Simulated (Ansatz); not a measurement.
Cost and result for the atomization energy of Ge3H14Si3, SMILES `[SiH3][GeH2][GeH2][SiH2][SiH2][GeH3]` (20 atoms, 19 bonds).

```xyz
20

Si   -0.058   -1.855    2.038
Ge   -0.043    0.496    2.411
Ge   -1.148    1.746    0.644
Si    0.344    2.135   -1.170
Si    1.378    0.118   -1.728
Ge   -0.292   -1.509   -2.210
H     0.774   -2.205    0.857
H    -1.450   -2.316    1.798
H     0.487   -2.563    3.228
H    -0.753    0.786    3.749
H     1.409    0.996    2.544
H    -2.370    0.946    0.155
H    -1.661    3.084    1.211
H     1.354    3.148   -0.754
H    -0.401    2.666   -2.345
H     2.283    0.269   -2.901
H     2.192   -0.337   -0.567
H    -0.993   -1.161   -3.535
H     0.306   -2.921   -2.326
H    -1.357   -1.523   -1.100
```

Charge 0, multiplicity 1. Correlated methods include outer-core shells of Ge, which these sets cover unevenly. Scalar relativity is left out up to krypton. Geometry: relaxed with PBE0-D4/def2-TZVP. It is one conformer, not always the lowest. Program: Ansatz. All runs use 6 threads of an AMD EPYC 7R13 on a shared host and a share of an NVIDIA H100 80 GB. Times are those of one run each, without the atoms' runs, and a repeat can differ threefold. Electronic energies, without spin–orbit coupling; frozen cores. CCSD(T)/CBS adds CCSD(T) − MP2 in def2-TZVPP to the MP2 limit, and its time is that of the two runs behind it. T1 = 0.013. With those shells the extrapolation isn't a true limit. B3LYP takes the VWN-RPA correlation (the form of Gaussian; ORCA's B3LYP/G).

CCSD(T)/CBS is a level of theory with its own doubt, some kJ/mol a heavy atom from the limit and from the frozen cores, so smaller differences don't rank the functionals.

```csv
level,functions,wall time,atomization (kcal/mol),difference from CCSD(T)/CBS,per bond
LDA (SPW92)/def2-TZVPP,466,1.6 s,1463.5,134.4,7.1
revPBE-D4/def2-TZVPP,466,1.6 s,1283.2,-45.9,-2.4
BLYP-D4/def2-TZVPP,466,1.7 s,1294.5,-34.6,-1.8
PBE0-D4/def2-TZVPP,466,1.7 s,1304.8,-24.3,-1.3
r2SCANh-D4/def2-TZVPP,466,1.8 s,1322.1,-7.0,-0.4
BHLYP-D4/def2-TZVPP,466,1.9 s,1310.0,-19.1,-1.0
B3LYP-D4/def2-TZVPP (with forces),466,2.6 s,1315.6,-13.5,-0.7
B97M-V/def2-TZVPP,466,2.8 s,1339.4,10.3,0.5
PBE-QIDH/def2-TZVPP,466,3.5 s,1306.1,-23.0,-1.2
CCSD(T)/def2-SVP,220,4.5 s,1235.9,-93.2,-4.9
MP2/def2-QZVPP,897,6.5 s,1293.9,-35.2,-1.8
CCSD(T)/def2-TZVPP,466,29 s,1302.8,-26.3,-1.4
CCSD(T)/CBS(def2),–,36 s,1329.1,0.0,0.0
```

In def2-TZVPP, CCSD(T) changes the Hartree–Fock value by +314.8 kcal/mol (the triples alone add +13.2 kcal/mol) and MP2 by +290.9 kcal/mol; breaking electron pairs costs correlation energy, which Hartree–Fock lacks. At CCSD(T), def2-SVP lies −93.1 kcal/mol from the extrapolated value and def2-TZVPP −26.3 kcal/mol: correlation converges slowly with the basis, and small sets miss more of it in the bonded molecule than in its fragments. From BLYP to BHLYP (50 % exact exchange), in def2-TZVPP and without D4, the atomization energy moves by +24.5 kcal/mol.
